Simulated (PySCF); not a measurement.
## A ladder of Hamiltonians for Zr³⁶⁺ (zirconium, charge +36)

Occupied: 1s1/2, 2s1/2. Hartree-Fock calculated with PySCF 2.14 in an uncontracted even-tempered set (19 s from 5 bohr⁻², ratio 2.3; 14 p from 6 bohr⁻², ratio 2.3), Gaussian nucleus throughout. NR is non-relativistic, sf-X2C the spin-free one-electron X2C Hamiltonian, X2C adds the bare one-electron spin-orbit term, X2C-SNSO screens it by Boettger's factors, DC is four-component Dirac-Coulomb, and the Gaunt and Breit terms are added at first order (total energies over the DC spinors, levels after relaxing the spinors in that mean field). QED terms are absent. Levels marked empty are virtual spinors of this ion.

```
Hamiltonian  E (hartree)
         NR   -1937.9414
     sf-X2C   -1981.9640
        X2C   -1981.9640
   X2C-SNSO   -1981.9640
         DC   -1982.4682
   DC+Gaunt   -1981.4220
   DC+Breit   -1981.4424
```

```csv
level (eV),NR,sf-X2C,X2C,X2C-SNSO,DC,DC+Gaunt,DC+Breit
1s1/2,-20676.0,-21110.2,-21110.2,-21110.2,-21122.3,-21097.2,-21097.5
2s1/2,-4858.1,-4987.0,-4987.0,-4987.0,-4988.3,-4985.5,-4985.8
2p1/2 (empty),-4635.3,-4683.4,-4754.8,-4751.1,-4752.1,-4747.0,-4747.8
2p3/2 (empty),-4635.3,-4683.4,-4650.2,-4651.8,-4652.0,-4649.1,-4649.8
3s1/2 (empty),-2045.4,-2087.9,-2087.9,-2087.9,-2088.3,-2087.5,-2087.6
```

Problem. How large are the two-electron picture-change error of X2C and the Breit correction in the total energy?

Solution. X2C-1e lies 0.5042 hartree above Dirac-Coulomb; Gaunt adds 1.0463 and the full Breit term 1.0258 hartree.

```csv
interval (eV),X2C,X2C-SNSO,DC,DC+Gaunt,DC+Breit
2p3/2 − 2p1/2,104.7,99.29,100.1,97.94,97.94
```

Weight of the small component: 1s1/2 0.0214, 2s1/2 0.00498, 2p1/2 0.00488, 2p3/2 0.00477, 3s1/2 0.00206.

Koopmans' value for the highest occupied level at DC+Breit: 4985.8 eV, against an ionisation energy of 4991 ± 5 eV (semi-empirical (NIST evaluation); NIST Atomic Spectra Database, ionization energies); the former lacks relaxation, correlation, QED and recoil.

The whole ladder took 89 s of wall time on 1 thread of Intel(R) Xeon(R) Platinum 8375C CPU @ 2.90GHz (shared host), launched as `OMP_NUM_THREADS=1 python relrun2.py TASK.json OUT` (a driver that calls PySCF for each Hamiltonian).
